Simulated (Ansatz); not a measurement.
System: C4H7Cl2, charge 0, multiplicity 2. It need not be the lowest isomer of its formula. 
Coordinates optimised at B3LYP-D3(BJ)/def2-TZVP (Ansatz, a first-principles code):
```
C
H 1 1.0882
C 1 1.4647 2 111.28
H 3 1.0825 1 118.91 2 151.76
C 3 1.4603 4 119.66 1 179.12
H 5 1.0844 3 113.71 4 19.97
H 5 1.0869 6 110.61 3 -128.49
C 1 1.5121 2 111.69 3 130.34
H 8 1.0886 1 111.01 2 55.38
H 8 1.0903 9 108.63 1 -122.06
H 8 1.0926 9 108.72 10 -118.00
Cl 5 1.8636 6 104.74 7 -111.74
Cl 1 1.8825 2 102.08 3 -113.88
```
Charge 0, spin multiplicity 2.

Property: atomisation energy (electronic, to ground-state atoms), in kcal/mol. Valence correlation only, unless marked. UHF or UKS for open shells. No spin-orbit coupling. No relativistic terms. The coupled-cluster limit lacks core correlation, which all-electron functionals hold. CBS(X,Y): correlation extrapolated as X^-3; Hartree-Fock from the larger set. The bracket is a focal-point correction in the basis named.

```tsv
level	program	atomisation energy (kcal/mol)
SVWN5/def2-TZVPD	Ansatz	1332.3
B3LYP-D3(BJ)/def2-TZVPD	Ansatz + dftd3	1158.8
HSE06-D4/def2-TZVPD	Ansatz + dftd4	1173.5
wB97M-V/def2-TZVPD	Ansatz	1160.3
CCSD/STO-3G	Ansatz	1177.9
RI-MP2/CBS(cc-pV(T+d)Z,cc-pV(Q+d)Z)+[CCSD(T)-MP2]/cc-pV(T+d)Z	Ansatz	1156.1
CCSD(T)/CBS(cc-pV(T+d)Z,cc-pV(Q+d)Z)	Ansatz	1155.4
```
